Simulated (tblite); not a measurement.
Species: C5H10OSi.
Z-matrix (Å and degrees, GFN2-xTB geometry), rows numbered from 1:
```
C 
C   1  1.5283
C   2  1.5045  1  110.38
C   3  1.3237  2  124.81  1   160.21
O   4  1.3547  3  125.57  2    -1.13
Si  5  1.6371  4  124.01  3   -10.54
C   2  1.5351  1  110.83  3   124.16
H   1  1.0884  2  110.20  3   -61.26
H   1  1.0883  2  110.74  3    58.83
H   1  1.0881  2  110.44  3   178.98
H   2  1.0996  1  108.04  3  -117.66
H   3  1.0786  2  116.85  1   -21.39
H   4  1.0826  3  122.41  2   179.13
H   6  1.4580  5  104.63  4  -129.01
H   6  1.4632  5  107.89  4   109.11
H   7  1.0892  2  109.24  1    60.79
H   7  1.0923  2  108.56  1   -55.29
```

Calculated harmonic vibrations of the isolated species, GFN2-xTB (tblite), most abundant isotopes, no scaling. The method is semi-empirical: single wavenumbers can be off by several per cent or more. Modes of hydrogen on silicon can be 10 to 20 % off. One conformer, not necessarily the lowest.

Harmonic wavenumbers (cm⁻¹): 81.9, 129.7, 225.4, 303.9, 311.8, 357.3, 373.9, 489.7, 526.5, 590.8, 669.2, 718.4, 747.6, 764.9, 781.0, 799.8, 836.4, 871.9, 883.6, 976.5, 1024.9, 1085.9, 1096.1, 1146.0, 1174.7, 1246.3, 1251.2, 1295.0, 1314.6, 1343.6, 1412.3, 1482.4, 1503.3, 1503.7, 1712.6, 2259.7, 2308.9, 2872.9, 2967.0, 3000.5, 3024.1, 3025.6, 3032.9, 3042.4, 3095.5.

A = 3799, B = 1865, C = 1328 MHz; mass 114.050 u (most abundant isotopes); point group C1, symmetry number 1.

Task: What is the zero-point energy?

Result: ½Σν̃ = 29831 cm⁻¹ = 356.86 kJ/mol.

Task: What is S at 298.15 K and 1 bar for an ideal gas of classical rigid rotors and harmonic oscillators?

Result: Translation 167.93, rotation 116.84, vibration 75.55: S = 360.3 J/(mol K).

Task: And Cp and H(298.15 K) − H(0)?

Result: Cp = 136.47 J/(mol K), of which vibrations give 103.21 (their classical limit is 45 R = 374.2); H(298.15 K) − H(0) = 23.29 kJ/mol without the zero-point energy, 13.38 from vibrations.

Task: What must be added to the electronic energy to get the Gibbs energy at 298.15 K and 1 bar?

Result: ZPE + [H(298.15 K) − H(0)] − T·S = 356.86 + 23.29 − 107.43 = 272.72 kJ/mol.

Task: How do the functions run with temperature in this model?

Result: 
```csv
T (K),S (J/(mol K)),Cp (J/(mol K)),H − H(0) (kJ/mol),G − H(0) (kJ/mol),ln q(vib)
150,290.1,75.9,7.64,-35.88,1.26
250,338.1,116.3,17.21,-67.32,2.84
400,406.1,176.3,39.27,-123.18,5.61
600,489.7,236.2,80.91,-212.93,9.63
900,597.2,293.0,161.03,-376.48,15.64
```

q(vib) and H(0) count from the zero-point level.

Hindered rotation and anharmonicity are outside this model. Other conformers, if any are populated, would add a mixing term that is left out. The structure is chiral; the term R ln 2 for an equal mix with its mirror image is left out.

On one thread of an Arm Neoverse N1, shared host with 64 logical CPUs at a one-minute load of 55, this took 0.88 s wall. This covers the Hessian and the dipole derivatives.
